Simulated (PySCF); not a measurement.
**Ionisation energy of Ce⁴⁴⁺ by level of theory**

Ce⁴⁴⁺ [Ne] 3s2 3p2 (3P) → Ce⁴⁵⁺ [Ne] 3s2 3p1 (2P), as a difference of total energies. Calculation: PySCF 2.14, in an uncontracted even-tempered set (18 s from 8.8 bohr⁻², ratio 2.5; 12 p from 11 bohr⁻², ratio 2.5; 4 d from 46 bohr⁻², ratio 2.7; 4 f from 69 bohr⁻², ratio 2.7); the spin-free X2C one-electron Hamiltonian (Gaussian nucleus). Correlated levels: outer shells: 1s2 frozen; virtual orbitals above 40 to 60 times the deepest correlated orbital energy dropped. The calculations carry no spin-orbit coupling.

```json
{"method": "UHF", "ionisation energy (eV)": "3504.3"}
{"method": "LDA", "ionisation energy (eV)": "3505.6"}
{"method": "PBE", "ionisation energy (eV)": "3506.3"}
{"method": "PBE0", "ionisation energy (eV)": "3506.2"}
{"method": "r2SCAN", "ionisation energy (eV)": "3506.7"}
{"method": "B97-3", "ionisation energy (eV)": "3505.8"}
{"method": "BHandHLYP", "ionisation energy (eV)": "3506.3"}
{"method": "MP2 (outer shells)", "ionisation energy (eV)": "3504.9"}
{"method": "SCS-MP2 (outer shells)", "ionisation energy (eV)": "3504.7"}
```

Spin-orbit coupling is strong in these open shells (close to jj coupling). The scalar numbers leave it out and a first-order estimate fails, so it can dominate the gap to the real levels.

Breit and QED terms and the two-electron picture change are absent.

For comparison: 3570 ± 4 eV (theoretical estimate listed by NIST; NIST Atomic Spectra Database, ionization energies).
